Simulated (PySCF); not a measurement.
**How methods differ on the ionisation energy of Cu⁺**

Cu⁺ [Ar] 3d10 (1S) → Cu²⁺ [Ar] 3d9 (2D), as a difference of total energies. Computed with PySCF 2.14 in def2-TZVPPD, with no relativity, point nucleus. Correlated levels: valence: [Ar] frozen; valence and next inner shell: [Ne] frozen. The calculations carry no spin-orbit coupling.

Q: Order these methods by the ionisation energy they give, lowest first.
A. PBEsol
B. SCS-MP2 (valence and next inner shell)
C. BP86
D. MN15

A: D (20.870 eV), B (20.968 eV), A (21.176 eV), C (21.208 eV).

A first-order spin-orbit estimate (lowest level to lowest level, LS coupling) adds -0.105 eV.

These non-relativistic numbers lack the scalar-relativistic shift.

Errors of the correlated levels include the incompleteness of this basis and the frozen core.

For comparison: 20.292 eV (measured; NIST Atomic Spectra Database, ionization energies).
